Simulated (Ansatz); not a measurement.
Breaking the Bi1–H2 bond in BiFH2 (SMILES [F][BiH2]) (multiplicity 1 held, fragments rigid). Energies count from the point at 1.806 Å.
Geometry at that point (charge 0, multiplicity 1):
```xyz
4

Bi    -0.0977    -0.1152     0.1228
H     -1.5778     0.1833    -0.8682
H      0.3239    -1.5108    -0.9431
F      1.0407     1.2094    -0.9316
```

R- and RO- levels are restricted; in cc, def2 and unpolarised 6-31G sets they are followed outwards from rest. Unrestricted levels (U-) break spin symmetry where that is lower. Active spaces are followed from a long bond inwards. Levels need not reach the same state.

Cores are frozen in the correlated methods. Filled d and f shells under p-block atoms count as core.

Run with Ansatz (Gaussian basis) for Hartree–Fock, density functionals and correlated methods.  In def2 rows elements past Kr take small-core potentials, without spin–orbit coupling.

Energies in kcal/mol.

```json
[
 {"R (Å)": "1.445", "R-HF/def2-SVP": "29.0", "U-CCSD/def2-SVP": "31.2", "U-CCSD(T)/def2-SVP": "31.4", "FIC-MRCISD on CASSCF(2,2)/def2-SVP": "31.3", "FIC-MRCISD+Q on CASSCF(2,2)/def2-SVP": "31.2"},
 {"R (Å)": "1.625", "R-HF/def2-SVP": "4.8", "U-CCSD/def2-SVP": "6.0", "U-CCSD(T)/def2-SVP": "6.1", "FIC-MRCISD on CASSCF(2,2)/def2-SVP": "6.1", "FIC-MRCISD+Q on CASSCF(2,2)/def2-SVP": "6.0"},
 {"R (Å)": "1.806", "R-HF/def2-SVP": "0.0", "U-CCSD/def2-SVP": "0.0", "U-CCSD(T)/def2-SVP": "0.0", "FIC-MRCISD on CASSCF(2,2)/def2-SVP": "0.0", "FIC-MRCISD+Q on CASSCF(2,2)/def2-SVP": "0.0"},
 {"R (Å)": "1.987", "R-HF/def2-SVP": "5.0", "U-CCSD/def2-SVP": "3.5", "U-CCSD(T)/def2-SVP": "3.3", "FIC-MRCISD on CASSCF(2,2)/def2-SVP": "3.3", "FIC-MRCISD+Q on CASSCF(2,2)/def2-SVP": "3.3"},
 {"R (Å)": "2.167", "R-HF/def2-SVP": "14.6", "U-CCSD/def2-SVP": "11.2", "U-CCSD(T)/def2-SVP": "10.8", "FIC-MRCISD on CASSCF(2,2)/def2-SVP": "10.7", "FIC-MRCISD+Q on CASSCF(2,2)/def2-SVP": "10.8"},
 {"R (Å)": "2.438", "R-HF/def2-SVP": "32.3", "U-CCSD/def2-SVP": "25.6", "U-CCSD(T)/def2-SVP": "24.5", "FIC-MRCISD on CASSCF(2,2)/def2-SVP": "23.9", "FIC-MRCISD+Q on CASSCF(2,2)/def2-SVP": "24.0"},
 {"R (Å)": "2.709", "R-HF/def2-SVP": "50.2", "U-CCSD/def2-SVP": "38.8", "U-CCSD(T)/def2-SVP": "37.1", "FIC-MRCISD on CASSCF(2,2)/def2-SVP": "35.7", "FIC-MRCISD+Q on CASSCF(2,2)/def2-SVP": "35.9"},
 {"R (Å)": "3.161", "R-HF/def2-SVP": "76.9", "U-CCSD/def2-SVP": "52.2", "U-CCSD(T)/def2-SVP": "51.4", "FIC-MRCISD on CASSCF(2,2)/def2-SVP": "48.7", "FIC-MRCISD+Q on CASSCF(2,2)/def2-SVP": "48.9"},
 {"R (Å)": "3.612", "R-HF/def2-SVP": "98.3", "U-CCSD/def2-SVP": "56.1", "U-CCSD(T)/def2-SVP": "56.2", "FIC-MRCISD on CASSCF(2,2)/def2-SVP": "54.6", "FIC-MRCISD+Q on CASSCF(2,2)/def2-SVP": "54.8"},
 {"R (Å)": "4.154", "R-HF/def2-SVP": "117.6", "U-CCSD/def2-SVP": "57.1", "U-CCSD(T)/def2-SVP": "57.4", "FIC-MRCISD on CASSCF(2,2)/def2-SVP": "56.9", "FIC-MRCISD+Q on CASSCF(2,2)/def2-SVP": "57.2"},
 {"R (Å)": "4.876", "R-HF/def2-SVP": "134.7", "U-CCSD/def2-SVP": "57.3", "U-CCSD(T)/def2-SVP": "57.6", "FIC-MRCISD on CASSCF(2,2)/def2-SVP": "57.6", "FIC-MRCISD+Q on CASSCF(2,2)/def2-SVP": "57.9"},
 {"R (Å)": "5.779", "R-HF/def2-SVP": "146.7", "U-CCSD/def2-SVP": "57.4", "U-CCSD(T)/def2-SVP": "57.6", "FIC-MRCISD on CASSCF(2,2)/def2-SVP": "57.7", "FIC-MRCISD+Q on CASSCF(2,2)/def2-SVP": "58.0"}
]
```

Doubts at one or more of the structures used: a restricted determinant that unrestricted orbitals would lower (R-HF/def2-SVP); a spin-contaminated determinant (U-CCSD/def2-SVP, U-CCSD(T)/def2-SVP); T1 above 0.05 (U-CCSD/def2-SVP, U-CCSD(T)/def2-SVP).

Ansatz is a quantum-chemistry and plane-wave program.
